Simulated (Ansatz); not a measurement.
CHAgO⁻, that is Ag(CO)H with one electron more. Charge -1, multiplicity 2. Geometry PBE0-D4/def2-TZVP, that of the neutral singlet; atoms count from 1.

| atom | x (Å) | y (Å) | z (Å) |
| --- | --- | --- | --- |
| Ag1 | 0.868 | 0.065 | 0.221 |
| C2 | -1.117 | -0.082 | -0.285 |
| O3 | -2.201 | -0.165 | -0.558 |
| H4 | 2.450 | 0.182 | 0.622 |

In the def2 sets Ag takes a core potential; there is no spin–orbit coupling. The highest occupied level of the charge -1 doublet lies above zero (up to 1.71 eV). Energy differences disagree on whether the electron is bound (positive means bound): 0.23 eV (vertical, to the charge 0 singlet, at PBE0-D4/def2-TZVPD), but -0.15 eV at CCSD/def2-TZVPD.

(1) Estimate the Mulliken populations from the PBE0/def2-TZVPD orbitals of Ansatz.

(2) Where does the spin sit?

(3) And the Mayer bond orders between bonded heavy atoms (over 0.3)?

Results:

(1) 
| atom | charge (e) | spin (α − β) | d electrons |
| --- | --- | --- | --- |
| Ag1 | -0.90 | 0.32 | 9.70 |
| C2 | 0.15 | 0.50 | – |
| O3 | -0.29 | 0.21 | – |
| H4 | 0.05 | -0.03 | – |
Mulliken values and Mayer orders depend strongly on the basis. With diffuse functions, as here, like atoms can get unlike values, and bond orders can come out too low or too high.

(2) Summed by element: Ag 0.32, C 0.50, O 0.21, H -0.03, of 1 unpaired in all. Largest on single atoms: C2 0.50, Ag1 0.32, O3 0.21.

(3) Ag1–C2 0.77 (2.05 Å); C2–O3 2.15 (1.12 Å).
